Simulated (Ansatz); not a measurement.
A structure relaxed at PBE0-D4/def2-TZVP, charge 0, multiplicity 1:

```json
{"atom": "In1", "x (Å)": "1.113", "y (Å)": "-0.763", "z (Å)": "1.561"}
{"atom": "C2", "x (Å)": "0.504", "y (Å)": "0.461", "z (Å)": "-0.062"}
{"atom": "C3", "x (Å)": "-0.915", "y (Å)": "1.049", "z (Å)": "-0.206"}
{"atom": "Si4", "x (Å)": "-0.583", "y (Å)": "-0.372", "z (Å)": "-1.327"}
{"atom": "H5", "x (Å)": "-0.120", "y (Å)": "-1.396", "z (Å)": "2.594"}
{"atom": "H6", "x (Å)": "2.777", "y (Å)": "-1.169", "z (Å)": "1.744"}
{"atom": "H7", "x (Å)": "1.297", "y (Å)": "1.060", "z (Å)": "-0.504"}
{"atom": "H8", "x (Å)": "-0.978", "y (Å)": "2.042", "z (Å)": "-0.642"}
{"atom": "H9", "x (Å)": "-1.593", "y (Å)": "0.919", "z (Å)": "0.633"}
{"atom": "H10", "x (Å)": "-0.340", "y (Å)": "-0.130", "z (Å)": "-2.765"}
{"atom": "H11", "x (Å)": "-1.162", "y (Å)": "-1.700", "z (Å)": "-1.026"}
```

Problem. Give its formula and SMILES.

Solution. C2H7InSi, `[InH2][CH]1C[SiH2]1`.

Problem. Summarise the bond lengths by kind.

Solution. 1 × C–In 2.123 Å; 2 × H–In 1.723 to 1.728 Å; 1 × C–C 1.542 Å; 2 × C–Si 1.840 to 1.864 Å; 3 × C–H 1.086 to 1.088 Å; 2 × H–Si 1.478 to 1.480 Å.

Computed with Ansatz.
